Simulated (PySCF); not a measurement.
iodine monochloride anion (ClI), SMILES ClI (connectivity only; charge and spin as stated), charge -1, multiplicity 2. Atoms are numbered in the order given.

```xyz
2

Cl     0.0000     0.0000    -2.1848
I      0.0000     0.0000     0.7008
```
Charge -1, spin multiplicity 2.

Geometry: PBE0-D3(BJ)/def2-TZVPD. The spin state was assumed, not searched. The def2 effective core potentials stand for the cores of I; spin–orbit coupling is left out.

Method: PBE/def2-TZVPD in PySCF.

Mulliken values depend strongly on the basis, most of all with diffuse functions as here. ESP charges are fitted to the potential on shells at 1.4 to 2.0 van der Waals radii. Atomic charges (e):

```tsv
atom	Mulliken	ESP fit	Mulliken spin
Cl1	-0.57	-0.49	0.39
I2	-0.43	-0.51	0.61
```
